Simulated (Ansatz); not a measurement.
Geometry optimisation, Ansatz, RKS PBE0-D4/def2-SVP.

input.yaml

```yaml
crystal:
  periodic: [false, false, false]
  atoms:
    - { symbol: C, position_ang: [-0.8976, 1.631, 0.0184] }
    - { symbol: C, position_ang: [-0.118, 1.0378, 0.8317] }
    - { symbol: Si, position_ang: [0.0307, -0.7958, 0.7691] }
    - { symbol: Al, position_ang: [0.9756, -1.4537, -1.3253] }
    - { symbol: H, position_ang: [-1.5387, 1.1225, -0.737] }
    - { symbol: H, position_ang: [-1.0363, 2.7721, 0.0519] }
    - { symbol: H, position_ang: [0.4965, 1.6077, 1.5557] }
    - { symbol: H, position_ang: [-1.208, -1.4063, 1.0084] }
    - { symbol: H, position_ang: [1.0065, -1.2066, 1.8731] }
    - { symbol: H, position_ang: [2.318, -0.9186, -1.8013] }
    - { symbol: H, position_ang: [0.0367, -2.4472, -2.224] }
basis:
  gaussian: { orbitals: def2-SVP }
hamiltonian:
  xc: pbe0
  dispersion: d4
relax:
  f_tol: 0.02
  max_steps: 50
```

Launched with:

```bash
$ ansatz run input.yaml --threads 2 --pin off --max-ram 3072MiB --backend cpu --events-out ev --progress --plain --runs-dir out
```

Question: Where does it end, and by what steps?

Answer: The run converged. The force dipped under the threshold on the way, but the program's further checks kept it going. After 31 steps the energy has fallen by 0.504 eV; H5 moved furthest, 1.16 Å.

| step | energy less start (eV) | largest force component (eV/Å) | accepted |
| --- | --- | --- | --- |
| 0 | 0.0000 | 4.126 | yes |
| 2 | -0.4009 | 0.737 | yes |
| 4 | -0.4566 | 0.292 | yes |
| 6 | -0.4700 | 0.209 | yes |
| 8 | -0.4804 | 0.080 | yes |
| 10 | -0.4904 | 0.240 | yes |
| 12 | -0.4966 | 0.242 | yes |
| 14 | -0.4990 | 0.031 | yes |
| 16 | -0.5005 | 0.097 | yes |
| 18 | -0.5009 | 0.021 | yes |
| 20 | -0.5013 | 0.041 | yes |
| 22 | -0.5017 | 0.046 | yes |
| 24 | -0.5025 | 0.033 | yes |
| 26 | -0.5028 | 0.039 | yes |
| 28 | -0.5032 | 0.044 | yes |
| 30 | -0.5035 | 0.025 | yes |
| 31 | -0.5036 | 0.019 | yes |

```xyz
11
Properties=species:S:1:pos:R:3
C -1.121 1.844 0.375
C -0.041 1.082 0.584
Si -0.056 -0.795 0.595
Al 1.193 -1.671 -1.338
H -2.118 1.410 0.232
H -1.063 2.938 0.347
H 0.927 1.585 0.721
H -1.482 -1.259 0.606
H 0.592 -1.296 1.856
H 2.521 -0.929 -1.822
H 0.713 -2.967 -2.135
```

Time of the run: 67 s on 2 threads of AMD EPYC 7B13 (Zen 3), with other jobs on the host, peak memory 0.23 GiB.
